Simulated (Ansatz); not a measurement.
CH₃BOS (`OB1CS1`), relaxed with RKS PBE0-D4/def2-TZVP in Ansatz 0.2.0 from a PBE-D4/def2-SVP geometry. The force threshold is 0.005 eV/Å; the program also tests the step.

Charge 0, multiplicity 1.

Start:

```xyz
7

O     0.722   -1.656   -0.374
B     0.137   -0.440   -0.419
C    -0.334    0.827    0.323
S    -0.609    0.683   -1.569
H     0.997   -1.899    0.529
H     0.364    1.635    0.609
H    -1.277    0.849    0.901
```

Question: By how much does the energy fall, and how many steps does the optimiser take? (An estimate is asked.)

Answer: Ansatz gave: 0.03 eV, in 6 steps.

Question: Which bonds change most? (An estimate is asked.)

Answer: Computed: C3–S4 from 1.917 to 1.883 Å; C3–H7 from 1.106 to 1.087 Å; C3–H6 from 1.105 to 1.087 Å; B2–S4 from 1.772 to 1.754 Å.

Question: Give the relaxed structure. (Estimate.)

Answer: Computed: 
```xyz
7

O     0.716   -1.639   -0.361
B     0.132   -0.435   -0.419
C    -0.336    0.823    0.315
S    -0.606    0.690   -1.544
H     0.993   -1.886    0.526
H     0.359    1.610    0.597
H    -1.260    0.838    0.887
```
